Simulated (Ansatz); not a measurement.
Ansatz (an electronic-structure program) input (B3LYP/def2-TZVPD):

Ansatz 0.2 input:
```yaml
crystal:
  periodic: [false, false, false]
  atoms:
    - {symbol: Si, position_ang: [-0.80398641, 0.00662666, -0.04646328]}
    - {symbol: F, position_ang: [-1.33187058, 1.46834700, -0.29064071]}
    - {symbol: F, position_ang: [-1.43957960, -0.53267740, 1.28773427]}
    - {symbol: F, position_ang: [-1.29699416, -0.90213644, -1.23221353]}
    - {symbol: Br, position_ang: [1.36776597, -0.01127348, 0.07904473]}
basis:
  gaussian:
    orbitals: def2-TZVPD
hamiltonian:
  xc: {name: B3LYP}
output: {forces: true}
```

End of the output:

```
mean field evaluation 1: about -86082.3167 eV, gradient 5.7e1 eV
mean field evaluation 2: about -86075.1085 eV, gradient 9.4e1 eV
mean field evaluation 4: about -86086.4790 eV, gradient 1.2e0 eV
mean field evaluation 8: about -86086.7560 eV, gradient 4.0e-2 eV
mean field evaluation 16: about -86086.7560 eV, gradient 3.4e-5 eV
mean field -86086.75599578 eV, -3163.6299311460 hartree, gradient 3.4e-5 eV, S^2 0.000000; 0 other end points of the search recorded, 0 dependent functions left out
the calculation of the forces begins
reference -86086.75628274 eV, -3163.6299416915 hartree; 38, 38 occupied and 182, 182 virtual orbitals, 1336 factors
Total energy: -86086.75628274 eV, -3163.6299416915 hartree
Atom 0 at    -0.803986     0.006627    -0.046463 Å, force     0.016957    -0.000159     0.001029 eV/Å
Atom 1 at    -1.331871     1.468347    -0.290641 Å, force    -0.014225     0.020142    -0.003729 eV/Å
Atom 2 at    -1.439580    -0.532677     1.287734 Å, force    -0.015711    -0.007320     0.017846 eV/Å
Atom 3 at    -1.296994    -0.902136    -1.232214 Å, force    -0.013746    -0.012449    -0.016674 eV/Å
Atom 4 at     1.367766    -0.011273     0.079045 Å, force     0.026724    -0.000214     0.001528 eV/Å
Dipole moment:     0.174283    -0.001437     0.010073 e Å
```
